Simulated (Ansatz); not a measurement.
`[SiH3][CH2][GaH][Cl]` + H–F → `[F][GaH][Cl]` + `C[SiH3]` at 700 K and 1 bar (ligand exchange at a Ga–C bond).

Computed with Ansatz on PBE0-D4/def2-TZVP structures; ΔE is electronic, products minus reactants. CCSD(T)/CBS adds triple-zeta CCSD(T) − MP2 to the extrapolated MP2 energy (def2 sets, frozen cores). This one scheme is used for every species. For Ga outer-core shells are correlated without core-valence functions, which leaves a few kJ/mol of doubt a bond. Scalar relativity is left out up to krypton. One conformer a species, not always the lowest.

| species | CCSD(T)/CBS energy (Eh) | H − E (kJ/mol) | S (J/(mol·K)) |
| --- | --- | --- | --- |
| `[SiH3][CH2][GaH][Cl]` | -2714.51621 | 236.5 | 494.7 |
| H–F | -100.39570 | 45.2 | 198.5 |
| `[F][GaH][Cl]` | -2484.20089 | 67.7 | 352.5 |
| `C[SiH3]` | -330.73916 | 210.8 | 332.0 |

H − E and S are ideal-gas, rigid-rotor, harmonic terms from PBE0-D4/def2-TZVP, for one conformer and one mirror image of each species. 1 Eh = 2625.50 kJ/mol, R = 8.31446 J/(mol·K).

**Question.** By hand: ΔE, ΔH, ΔS and ΔG.

**Answer.** ΔE = (-2484.20089) + (-330.73916) − (-2714.51621) − (-100.39570) = -0.02814 Eh = -73.9 kJ/mol. Δ(H − E) = 67.7 + 210.8 − 236.5 − 45.2 = -3.2, so ΔH = -77.1 kJ/mol. ΔS = 352.5 + 332.0 − 494.7 − 198.5 = -8.7 J/(mol·K). ΔG = -77.1 − 700 × (-8.7)/1000 = -71.0 kJ/mol.

**Question.** By hand: the equilibrium constant, and the temperature at which ΔG would vanish if ΔH and ΔS stayed fixed.

**Answer.** log₁₀ K = −ΔG/(RT ln 10) = 5.3. ΔG = 0 at ΔH/ΔS = 8862 K, far beyond where these terms or the molecules hold.

The number of gas molecules stays the same, so ΔS is small and ΔH decides. A doubt of 5 kJ/mol in ΔE shifts log₁₀ K by 0.4 here. Other conformers and mirror images would add mixing entropy, several J/(mol·K) or more a flexible species. Modes under 60 cm⁻¹, often nearly free rotors, make the harmonic entropy too high. These are equilibria of isolated gas molecules and say nothing of rates. Largest T1 diagnostic: 0.013 (customary marks: 0.02 for closed shells, 0.045 for open ones).
